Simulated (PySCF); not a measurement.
F₃S, SMILES [S](F)(F)F, multiplicity 2.

Geometry optimised at PBE0-D3(BJ)/def2-TZVP. A frequency run showed that this geometry is not a minimum. The isomer is the one that the SMILES or the coordinates give; other isomers of the formula were not compared.

Method: TDA-ωB97X/def2-SVPD (PySCF 2.14.0).

Vertical excitations. Isolated molecule, no solvent.

```tsv
state	energy (eV)	λ (nm)	f	main pairs
root 1	2.95	421	0.008	β HOMO→LUMO 97 %
root 2	4.97	250	0.000	β HOMO−1→LUMO 99 %
root 3	5.05	245	0.006	α HOMO→LUMO 92 %
root 4	5.68	218	0.000	β HOMO−4→LUMO 99 %
root 5	5.90	210	0.044	β HOMO−2→LUMO 94 %
root 6	6.13	202	0.004	β HOMO−3→LUMO 93 %
root 7	6.53	190	0.000	α HOMO−1→LUMO 44 %, β HOMO→LUMO+1 46 %
root 8	7.42	167	0.000	β HOMO−5→LUMO 97 %
root 9	7.67	162	0.046	α HOMO−1→LUMO 49 %, β HOMO→LUMO+1 42 %
root 10	7.93	156	0.000	α HOMO→LUMO+2 61 %, α HOMO→LUMO+5 35 %
```
Unrestricted roots are not spin-pure.
